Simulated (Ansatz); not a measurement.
Isolated molecules relaxed with PBE0-D4/def2-TZVP in Ansatz; ΔE leaves out vibrations. CCSD(T)/CBS adds triple-zeta CCSD(T) − MP2 to the extrapolated MP2 energy (def2 sets, frozen cores). This one scheme is used for every species. Functionals use def2-TZVPP. B3LYP here is the variant with VWN-RPA as its local correlation; programs differ in this. For Se outer-core shells are correlated without core-valence functions, which leaves a few kJ/mol of doubt a bond. Scalar relativity is left out up to krypton. One conformer a species, not always the lowest.

`COC(F)[SeH]` + `[SiH3]N[SiH3]` → `[SiH3]N[SiH2][SeH]` + `COCF`  (formal exchange of groups at the Se–C bond)

`COC(F)[SeH]`:

Cartesian coordinates in Å:
```
C 1.413 0.160 0.408
O 0.015 0.357 0.569
C -0.738 -0.416 -0.251
F -0.723 -1.732 0.151
Se -2.616 0.142 -0.169
H 1.904 0.893 1.044
H 1.706 -0.847 0.716
H 1.711 0.324 -0.634
H -0.374 -0.404 -1.285
H -2.298 1.523 -0.548
```

`[SiH3]N[SiH3]`:

```xyz
10

Si   -1.441    0.296   -0.524
N     0.261    0.011   -0.577
Si    1.351   -0.292    0.726
H    -1.814    0.484    0.900
H    -2.228   -0.838   -1.084
H    -1.801    1.510   -1.306
H     0.664   -0.040   -1.502
H     0.617   -0.029    1.988
H     2.543    0.595    0.640
H     1.849   -1.696    0.739
```

`[SiH3]N[SiH2][SeH]`:

Z-matrix (Å, degrees):
```
Si
N 1 1.732
H 1 1.488 2 113.1
H 1 1.487 2 109.7 3 120.5
H 1 1.484 2 106.9 3 -120.0
Si 2 1.718 1 126.6 3 97.2
H 2 1.010 1 117.2 3 -71.3
Se 6 2.283 2 114.1 1 -55.6
H 6 1.483 2 111.8 1 59.3
H 6 1.483 2 106.8 1 -178.7
H 8 1.469 6 93.4 2 -62.9
```

`COCF`:

Cartesian coordinates in Å:
```
C -0.049 -0.437 1.088
O -0.609 -0.507 -0.208
C -0.084 0.392 -1.087
F 1.221 0.072 -1.418
H -0.130 0.580 1.493
H -0.618 -1.119 1.717
H 1.002 -0.738 1.084
H -0.053 1.409 -0.670
H -0.679 0.347 -2.001
```

```tsv
level	ΔE (kJ/mol)	difference from CCSD(T)/CBS
r2SCAN-D4	-124.5	2.3
PBE0-D4	-128.0	-1.2
ωB97X-V	-121.5	5.3
r2SCAN	-124.1	2.7
PBE0	-126.2	0.6
B3LYP	-119.8	7.0
HF/def2-TZVPP	-129.7	-2.9
CCSD/def2-TZVPP	-123.1	3.7
CCSD(T)/def2-TZVPP	-121.4	5.4
CCSD/CBS(def2)	-128.4	-1.6
CCSD(T)/CBS	-126.8	0
```

Largest T1 diagnostic among the species: 0.011.

In def2-TZVPP, CCSD(T) changes the Hartree–Fock value by +8.3 kJ/mol (the triples alone add +1.6 kJ/mol) and MP2 by +3.8 kJ/mol. The D4 term adds −3.0 kJ/mol with B3LYP and −1.8 kJ/mol with PBE0; it sums over pairs of atoms, weighted by their polarisabilities, and B3LYP, whose exchange is more repulsive, gets the larger term. From PBE to PBE0 (25 % exact exchange), in def2-TZVPP and without D4, ΔE moves by −5.9 kJ/mol.
